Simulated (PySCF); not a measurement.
Stepwise substitution at one centre (Al OH-NH2). Isolated molecules, 0 K electronic values unless said otherwise. One relaxed conformer stands for each flexible species; it need not be the lowest. Strings in code marks are SMILES.

Level of theory: PBE-D3(BJ)/def2-TZVP // B3LYP-D3(BJ)/def2-TZVP run with PySCF 2.14.0. Excitations are Tamm–Dancoff values on a coarser integration grid. The basis has no diffuse functions, so Rydberg states are missing or too high.

```json
[
 {"species": "0 of 3 OH replaced by NH2 (`[OH][Al]([OH])[OH]`)", "T1 excitation (TDA) (eV)": "5.80", "HOMO (eV)": "-7.28", "S1 excitation (TDA) (eV)": "6.05", "S1 oscillator strength": "0.000"},
 {"species": "1 of 3 OH replaced by NH2 (`[Al]([NH2])([OH])[OH]` (O–Al–O–H torsion 0°, O–Al–O–H torsion -180°))", "T1 excitation (TDA) (eV)": "4.67", "HOMO (eV)": "-5.86", "S1 excitation (TDA) (eV)": "4.97", "S1 oscillator strength": "0.020"},
 {"species": "2 of 3 OH replaced by NH2 (`[OH][Al]([NH2])[NH2]` (N–Al–O–H torsion 0°))", "T1 excitation (TDA) (eV)": "4.54", "HOMO (eV)": "-5.43", "S1 excitation (TDA) (eV)": "4.77", "S1 oscillator strength": "0.000"},
 {"species": "3 of 3 OH replaced by NH2 (`[NH2][Al]([NH2])[NH2]`)", "T1 excitation (TDA) (eV)": "4.62", "HOMO (eV)": "-5.27", "S1 excitation (TDA) (eV)": "4.85", "S1 oscillator strength": "0.002"}
]
```
